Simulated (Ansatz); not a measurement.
A run for Ansatz (an electronic-structure program): R-wB97M-V/def2-TZVPP on iodoethane (SMILES CCI), a point of a torsion scan. Elements past Kr take the def2 small-core potentials; no spin–orbit coupling.

Ansatz 0.2 input:
```yaml
crystal:
  periodic: [false, false, false]
  atoms:
    - {symbol: C, position_ang: [-0.79430415, 0.22863497, 0.03808059]}
    - {symbol: C, position_ang: [0.57030282, -0.43441840, -0.05095297]}
    - {symbol: I, position_ang: [0.48758397, -2.46303999, -0.81276387]}
    - {symbol: H, position_ang: [-1.17942436, 0.19332254, 1.05474309]}
    - {symbol: H, position_ang: [-1.52004907, -0.22026244, -0.63327497]}
    - {symbol: H, position_ang: [-0.70034043, 1.28067836, -0.23131007]}
    - {symbol: H, position_ang: [1.22025308, 0.08815830, -0.74804561]}
    - {symbol: H, position_ang: [1.06123464, -0.49548111, 0.91549518]}
basis:
  gaussian:
    orbitals: def2-TZVPP
hamiltonian:
  xc: {name: wB97M-V}
scf: {lower_state_search: off}
```

### Question
Predict the final total energy.

### Answer
-376.8883 hartree.

### Question
How many basis functions does it have, and what does it roughly cost on one machine?

### Answer
182 functions; about 12 core-seconds (a rough figure).
